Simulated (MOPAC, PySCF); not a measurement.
C$_{2}$H$_{4}$N$_{2}$O, SMILES `N(C=O)/C=N/[H]` (N–C–N–C torsion 0°, C–N–C–O torsion 0°), neutral singlet in the gas phase. 

Cartesian coordinates (Å):
SMILES: C(N/C=N/[H])=O
```xyz
9

N     -1.4461    -0.9358     0.0233
C     -0.9663     0.2434     0.0129
N      0.4024     0.5270    -0.0070
C      1.4915    -0.3411    -0.0199
O      1.4579    -1.5494    -0.0158
H     -2.4710    -0.8865     0.0373
H     -1.5539     1.1795     0.0180
H      0.6436     1.5143    -0.0135
H      2.4418     0.2487    -0.0353
```
Charge 0, spin multiplicity 1.

All levels are single points at this geometry (PBE-D3(BJ)/def2-TZVP); Pople sets use spherical d functions. Orbital energies aren't observables, and empty levels follow the basis.

```json
[
 {"level": "PBE-D3(BJ)/def2-TZVP in PySCF", "HOMO (eV)": "-5.80", "LUMO (eV)": "-1.94", "gap (eV)": "3.87", "dipole (D)": "5.17", "vertical IE, Delta-SCF (eV)": "–"},
 {"level": "B3LYP/6-311+G** in PySCF", "HOMO (eV)": "-7.22", "LUMO (eV)": "-1.22", "gap (eV)": "6.00", "dipole (D)": "5.57", "vertical IE, Delta-SCF (eV)": "–"},
 {"level": "M06-2X/6-31G* in PySCF", "HOMO (eV)": "-8.67", "LUMO (eV)": "0.65", "gap (eV)": "9.32", "dipole (D)": "5.38", "vertical IE, Delta-SCF (eV)": "–"},
 {"level": "PBE/6-31G* in PySCF", "HOMO (eV)": "-5.42", "LUMO (eV)": "-1.45", "gap (eV)": "3.97", "dipole (D)": "5.02", "vertical IE, Delta-SCF (eV)": "8.89"},
 {"level": "SVWN5/6-31G* in PySCF", "HOMO (eV)": "-5.50", "LUMO (eV)": "-1.68", "gap (eV)": "3.82", "dipole (D)": "5.13", "vertical IE, Delta-SCF (eV)": "9.02"},
 {"level": "HF/3-21G in PySCF", "HOMO (eV)": "-10.18", "LUMO (eV)": "4.19", "gap (eV)": "14.37", "dipole (D)": "6.04", "vertical IE, Delta-SCF (eV)": "–"},
 {"level": "HF/STO-3G in PySCF", "HOMO (eV)": "-7.82", "LUMO (eV)": "7.55", "gap (eV)": "15.37", "dipole (D)": "4.45", "vertical IE, Delta-SCF (eV)": "–"},
 {"level": "AM1 in MOPAC", "HOMO (eV)": "-10.16", "LUMO (eV)": "0.98", "gap (eV)": "11.14", "dipole (D)": "5.13", "vertical IE, Delta-SCF (eV)": "–"},
 {"level": "PM7 in MOPAC", "HOMO (eV)": "-10.12", "LUMO (eV)": "0.38", "gap (eV)": "10.50", "dipole (D)": "6.02", "vertical IE, Delta-SCF (eV)": "–"}
]
```
